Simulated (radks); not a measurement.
Trend from La to Lu: ionisation energy by Delta-SCF between NIST ground configurations, and size. Calculated with a radial shooting solver on a logarithmic mesh with Libxc functionals: scalar-relativistic Kohn-Sham, LDA (Slater exchange, Perdew-Wang correlation), spin-polarised, spherical densities, point nucleus; open shells are filled with parallel spins first (spin-orbit coupling, left out, can overturn this in heavy ions).

species      configuration  configuration of the ion  IE (eV)  NIST (eV)       kind  outermost  <r> outermost (bohr)  r at 0.001 e/bohr^3 (bohr)
La            [Xe] 5d1 6s2                  [Xe] 5d2    5.934      5.577       exp.         6s                  4.43                        5.46
Ce        [Xe] 4f1 5d1 6s2              [Xe] 4f1 5d2    6.063      5.539       exp.         6s                  4.37                        5.41
Pr            [Xe] 4f3 6s2              [Xe] 4f3 6s1    5.625      5.470  semi-emp.         6s                  4.49                        5.36
Nd            [Xe] 4f4 6s2              [Xe] 4f4 6s1    5.677      5.525       exp.         6s                  4.44                        5.32
Pm            [Xe] 4f5 6s2              [Xe] 4f5 6s1    5.729      5.582       exp.         6s                  4.39                        5.29
Sm            [Xe] 4f6 6s2              [Xe] 4f6 6s1    5.780      5.644       exp.         6s                  4.35                        5.26
Eu            [Xe] 4f7 6s2              [Xe] 4f7 6s1    5.831      5.670       exp.         6s                  4.30                        5.23
Gd        [Xe] 4f7 5d1 6s2          [Xe] 4f7 5d1 6s1    6.256      6.150       exp.         6s                  4.07                        5.21
Tb            [Xe] 4f9 6s2              [Xe] 4f9 6s1    6.080      5.864       exp.         6s                  4.15                        5.16
Dy           [Xe] 4f10 6s2             [Xe] 4f10 6s1    6.183      5.939       exp.         6s                  4.09                        5.13
Ho           [Xe] 4f11 6s2             [Xe] 4f11 6s1    6.281      6.022       exp.         6s                  4.03                        5.10
Er           [Xe] 4f12 6s2             [Xe] 4f12 6s1    6.375      6.108       exp.         6s                  3.98                        5.08
Tm           [Xe] 4f13 6s2             [Xe] 4f13 6s1    6.467      6.184       exp.         6s                  3.92                        5.05
Yb           [Xe] 4f14 6s2             [Xe] 4f14 6s1    6.558      6.254       exp.         6s                  3.87                        5.02
Lu       [Xe] 4f14 5d1 6s2             [Xe] 4f14 6s2    5.595      5.426       exp.         6s                  3.65                        5.04

Reference values: NIST Atomic Spectra Database (exp. = measured, semi-emp. = semi-empirical, theory = theoretical value adopted there). Open shells are spherical and high-spin; term and fine-structure splittings are not resolved. Spin-orbit splitting is averaged out at the scalar-relativistic level.
